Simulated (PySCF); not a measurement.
**Structure elucidation problem**

An unknown has the formula C$_{5}$H$_{6}$N$_{2}$Si. Its calculated NMR data are:

1H NMR (600 MHz, computed): δ 8.26 (s, 1H), 5.18 (s, 2H), 2.38 (s, 3H).

13C{1H} NMR (computed): δ 165.9 (CH), 127.2 (C), 113.0 (C), 84.4 (C), 5.3 (CH3).

Non-relativistic Hamiltonian, a single conformation, no solvent model, averaged over atoms made equivalent by symmetry, fast rotation or ring inversion. σ from GIAO-PBE0/pcSseg-1; geometry: GFN2-xTB; PySCF 2.14.

Scale: 1H, 13C against TMS (reference shieldings calculated alike).

Task: Propose a structure and justify it.

Result: 
- The formula gives 5 degrees of unsaturation (no ring in the answer).
- 5 carbon signals for 5 carbons: no two carbons are equivalent.
- Carbon types of the structure: 3 × C, 1 × CH, 1 × CH3, leaving 2 H on heteroatoms.
- δC 165.9: C=N carbon.
- δC 127.2: nitrile carbon; C≡N carbons fall here, among the sp2 signals but without a proton.
- δC 113.0, 84.4: alkyne carbon.
- δC 5.3: propargylic methyl carbon; aliphatic region, no heteroatom directly attached.
- δH 8.26: hydrogen on a C=N carbon.
- δH 5.18: hydrogen on a silicon bonded to C, N.
- δH 2.38: hydrogen on a propargylic methyl carbon.

Structure: `InChI=1S/C5H6N2Si/c1-2-3-4-7-8-5-6/h4H,8H2,1H3/b7-4-`.

The shifts were computed for this structure.

Shifts are as computed. Against solution values, carbons near 30 ppm lie about +3 ppm off and those near 130 ppm about +5 ppm. Of 1211 compounds with measured shifts, 218 miss one by over three times the rms of a fit or turn the order of signals round; such compounds aren't used in these exercises. Multiplicities follow the n + 1 count of equivalent neighbours, as no J values were calculated; m marks all less simple cases, F and P coupling included.
